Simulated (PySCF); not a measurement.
## Excitation energy of Mn²⁺ by level of theory

Mn²⁺ [Ar] 3d5 (6S) → Mn²⁺ [Ar] 3d4 4p1 (high-spin determinant), as a difference of total energies. All numbers are calculated (PySCF 2.14, the non-relativistic Hamiltonian (point nucleus), in aug-cc-pVTZ). Correlated levels: valence: [Ar] frozen. The calculations carry no spin-orbit coupling.

| method | excitation energy (eV) |
| --- | --- |
| UHF | 13.269 |
| LDA | 13.820 |
| PBE | 13.521 |
| PBE0 | 13.651 |
| r2SCAN | 13.659 |
| BLYP | 13.357 |
| B3LYP | 13.510 |
| PBEsol | 13.666 |
| TPSSh | 13.556 |
| MP2 (valence) | 13.858 |
| SCS-MP2 (valence) | 13.466 |

Task: How much does correlation contribute at MP2 (valence)?

Result: 13.858 − (13.269) = 0.589 eV, measured against UHF.

A first-order spin-orbit estimate (lowest level to lowest level, LS coupling) adds -0.099 eV.

The determinant of the upper state mixes LS terms, which raises its energy above the lowest term, most at the Hartree-Fock and MP2 levels.
